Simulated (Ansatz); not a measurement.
Steps of a relaxation of C2H7BO2, SMILES `CCOBO` with RKS PBE-D4/def2-SVP.

```sh
$ ansatz run in.yaml --threads 4 --pin off --events-out ev --progress --plain --max-ram 10444MiB
```

```yaml
crystal:
  periodic: [false, false, false]
  atoms:
    - {symbol: C, position_ang: [-0.743500, 0.525400, 1.627000]}
    - {symbol: C, position_ang: [0.103800, 0.270900, 0.423600]}
    - {symbol: O, position_ang: [-0.427600, -0.848600, -0.276000]}
    - {symbol: B, position_ang: [0.558600, -1.125400, -1.412200]}
    - {symbol: O, position_ang: [0.195900, -0.563500, -2.734900]}
    - {symbol: H, position_ang: [-0.407700, 1.470600, 2.164600]}
    - {symbol: H, position_ang: [-1.798300, 0.786000, 1.271500]}
    - {symbol: H, position_ang: [-0.773300, -0.284400, 2.296600]}
    - {symbol: H, position_ang: [1.140500, 0.100200, 0.854900]}
    - {symbol: H, position_ang: [0.117100, 1.178300, -0.207600]}
    - {symbol: H, position_ang: [1.392900, -1.868000, -1.258500]}
    - {symbol: H, position_ang: [0.718600, 0.303300, -2.715000]}
basis:
  gaussian: {orbitals: def2-SVP}
hamiltonian: {xc: pbe, dispersion: d4}
relax: {f_tol: 0.03, max_steps: 200}
```

Positions (Å) and forces (eV/Å) along the path, 11 of 16 steps:

```xyz
12
step=1 energy=-6945.5047 eV
C    -0.744    0.525    1.627   -1.503    3.306   -0.882
C     0.104    0.271    0.424    0.469   -0.396    0.893
O    -0.428   -0.849   -0.276    2.829   -0.469   -2.729
B     0.559   -1.125   -1.412   -5.642    2.476   -0.681
O     0.196   -0.564   -2.735    1.964    0.288    2.998
H    -0.408    1.471    2.165   -0.048   -0.799   -0.259
H    -1.798    0.786    1.272    0.720   -0.479    0.426
H    -0.773   -0.284    2.297   -0.055   -1.629    1.284
H     1.141    0.100    0.855   -0.108   -0.076   -0.701
H     0.117    1.178   -0.208    0.160    0.270   -0.257
H     1.393   -1.868   -1.258    2.056   -1.436    0.380
H     0.719    0.303   -2.715   -0.843   -1.058   -0.473
12
step=2 energy=-6946.0026 eV
C    -0.759    0.554    1.616   -0.419    0.937   -0.200
C     0.101    0.263    0.406    0.313   -0.199    0.355
O    -0.451   -0.835   -0.321    1.221   -0.820   -1.985
B     0.408   -1.217   -1.438   -0.515    2.854    0.442
O     0.236   -0.556   -2.708    0.390   -0.756    1.800
H    -0.380    1.456    2.161   -0.036   -0.314   -0.128
H    -1.809    0.786    1.301    0.330   -0.155    0.089
H    -0.784   -0.292    2.304   -0.006   -0.450    0.348
H     1.160    0.050    0.741   -0.315   -0.010   -0.175
H     0.152    1.173   -0.236   -0.005    0.065   -0.124
H     1.492   -1.747   -1.175   -0.485   -0.546   -0.160
H     0.711    0.310   -2.616   -0.473   -0.606   -0.260
12
step=3 energy=-6946.2931 eV
C    -0.784    0.561    1.634   -0.011    0.079    0.045
C     0.116    0.285    0.441    0.233   -0.037    0.250
O    -0.414   -0.779   -0.355    0.986   -0.091   -1.284
B     0.468   -1.122   -1.417   -0.380    0.555   -0.267
O     0.228   -0.649   -2.742    0.779    0.215    1.617
H    -0.389    1.420    2.220   -0.040   -0.122   -0.053
H    -1.813    0.813    1.302    0.087   -0.038   -0.012
H    -0.844   -0.323    2.300    0.007   -0.001   -0.015
H     1.162    0.038    0.776   -0.245    0.024    0.013
H     0.210    1.213   -0.178   -0.068   -0.020    0.022
H     1.520   -1.782   -1.167   -0.759    0.282   -0.134
H     0.617    0.269   -2.781   -0.590   -0.844   -0.182
12
step=4 energy=-6946.5653 eV
C    -0.791    0.545    1.636    0.074    0.015    0.032
C     0.166    0.332    0.476   -0.188   -0.100    0.148
O    -0.359   -0.654   -0.419    0.255    0.443   -0.101
B     0.488   -1.087   -1.412   -0.122    0.073   -0.542
O     0.273   -0.739   -2.736    0.406   -0.431    0.315
H    -0.438    1.387    2.266   -0.033   -0.025    0.022
H    -1.806    0.786    1.262    0.018    0.005   -0.007
H    -0.861   -0.361    2.271   -0.004    0.005   -0.039
H     1.180    0.040    0.850   -0.056   -0.027   -0.057
H     0.287    1.286   -0.095    0.048    0.003    0.133
H     1.459   -1.782   -1.162    0.042   -0.207    0.196
H     0.480    0.192   -2.905   -0.440    0.248   -0.103
12
step=5 energy=-6946.6682 eV
C    -0.799    0.539    1.641    0.161   -0.177   -0.013
C     0.195    0.363    0.502   -0.354   -0.098   -0.131
O    -0.322   -0.546   -0.486    0.000    0.899    0.523
B     0.520   -1.075   -1.414    0.057   -0.170   -0.498
O     0.351   -0.838   -2.751    0.457    2.803   -1.148
H    -0.467    1.363    2.302   -0.038    0.005    0.032
H    -1.802    0.780    1.241   -0.038    0.047   -0.008
H    -0.881   -0.386    2.253   -0.011    0.072   -0.088
H     1.184    0.024    0.891    0.015   -0.058   -0.070
H     0.352    1.341   -0.019    0.081   -0.055    0.231
H     1.438   -1.807   -1.127    0.186   -0.322    0.311
H     0.310    0.186   -2.999   -0.518   -2.946    0.860
12
step=9 energy=-6947.4590 eV
C    -0.813    0.461    1.574    0.094   -0.021    0.017
C     0.302    0.528    0.537   -0.191    0.116   -0.155
O    -0.128    0.010   -0.731    0.408   -0.036    0.137
B     0.602   -0.933   -1.417   -0.283    0.142   -0.015
O     0.380   -1.070   -2.758   -0.011    0.167    0.011
H    -0.542    1.082    2.455   -0.039   -0.088   -0.044
H    -1.761    0.854    1.153    0.034    0.011    0.002
H    -0.992   -0.578    1.925   -0.001    0.076   -0.076
H     1.213   -0.004    0.897   -0.038   -0.010   -0.070
H     0.588    1.593    0.353   -0.002   -0.137    0.114
H     1.423   -1.662   -0.893    0.040    0.021    0.063
H    -0.197   -0.337   -3.061   -0.011   -0.241    0.014
12
step=11 energy=-6947.5288 eV
C    -0.823    0.446    1.513    0.001   -0.002   -0.021
C     0.353    0.579    0.558   -0.002   -0.037    0.000
O    -0.010    0.157   -0.755    0.046   -0.019   -0.066
B     0.636   -0.861   -1.402    0.007    0.018    0.056
O     0.291   -1.167   -2.685   -0.018   -0.018   -0.024
H    -0.567    0.880    2.500   -0.001   -0.009    0.032
H    -1.708    0.983    1.117   -0.003    0.013    0.002
H    -1.103   -0.616    1.659   -0.004   -0.016   -0.002
H     1.226   -0.009    0.917    0.005    0.004    0.024
H     0.675    1.641    0.492    0.006    0.036   -0.004
H     1.521   -1.517   -0.875   -0.028    0.033   -0.004
H    -0.414   -0.571   -3.006   -0.008   -0.004    0.006
12
step=12 energy=-6947.5223 eV rejected
C    -0.825    0.439    1.501   -0.061   -0.061   -0.136
C     0.360    0.587    0.559    0.291    0.242    0.031
O     0.044    0.201   -0.774   -0.186   -0.056    0.041
B     0.650   -0.848   -1.404   -0.023   -0.106    0.178
O     0.241   -1.212   -2.650    0.077    0.037   -0.191
H    -0.579    0.819    2.513    0.061    0.014   -0.036
H    -1.690    1.014    1.118   -0.084    0.015    0.006
H    -1.131   -0.621    1.598   -0.018   -0.048   -0.008
H     1.235    0.009    0.932   -0.012   -0.036   -0.018
H     0.673    1.653    0.509    0.017    0.022    0.097
H     1.542   -1.496   -0.882   -0.001    0.000    0.010
H    -0.442   -0.600   -2.986   -0.063   -0.023    0.025
12
step=13 energy=-6947.5313 eV
C    -0.820    0.439    1.502    0.013    0.004   -0.019
C     0.360    0.593    0.556   -0.011   -0.032    0.013
O     0.010    0.183   -0.764    0.016    0.003   -0.024
B     0.631   -0.859   -1.394    0.013    0.008    0.021
O     0.276   -1.181   -2.670   -0.010   -0.018   -0.020
H    -0.569    0.847    2.501   -0.001   -0.002    0.021
H    -1.703    0.987    1.116   -0.007    0.009    0.001
H    -1.102   -0.626    1.623    0.000   -0.014   -0.008
H     1.235    0.007    0.917    0.002    0.008    0.008
H     0.675    1.658    0.503    0.005    0.027    0.001
H     1.505   -1.520   -0.857   -0.016    0.010   -0.003
H    -0.422   -0.582   -2.998   -0.003   -0.003    0.008
12
step=15 energy=-6947.5310 eV rejected
C    -0.810    0.420    1.473    0.021   -0.030    0.027
C     0.382    0.635    0.551   -0.017    0.057    0.017
O     0.068    0.254   -0.788   -0.015   -0.134   -0.002
B     0.604   -0.866   -1.365    0.125    0.133   -0.052
O     0.233   -1.221   -2.630   -0.046    0.026    0.064
H    -0.574    0.758    2.505   -0.009   -0.017   -0.084
H    -1.692    0.988    1.114    0.006   -0.020    0.008
H    -1.086   -0.656    1.517    0.012    0.065    0.000
H     1.267    0.065    0.913    0.007   -0.010   -0.004
H     0.666    1.711    0.532   -0.010   -0.039    0.002
H     1.450   -1.547   -0.805   -0.086   -0.015    0.017
H    -0.432   -0.597   -2.982    0.013   -0.015    0.008
12
step=16 energy=-6947.5334 eV
C    -0.812    0.423    1.479    0.024    0.004   -0.010
C     0.378    0.626    0.551   -0.028    0.003    0.010
O     0.052    0.236   -0.782    0.011    0.000    0.009
B     0.617   -0.859   -1.374    0.007   -0.016   -0.001
O     0.243   -1.210   -2.638   -0.007    0.015   -0.005
H    -0.573    0.781    2.501    0.000    0.003    0.002
H    -1.696    0.983    1.112   -0.002   -0.002   -0.002
H    -1.086   -0.649    1.543    0.001   -0.004   -0.002
H     1.260    0.052    0.913   -0.002    0.001   -0.004
H     0.668    1.699    0.524   -0.001   -0.002    0.000
H     1.455   -1.545   -0.813   -0.010    0.004    0.000
H    -0.430   -0.591   -2.983    0.006   -0.008    0.003
```

It took 18 s on 4 threads of an Arm Neoverse V1 on a shared host, with 0.14 GiB of host memory at the peak.
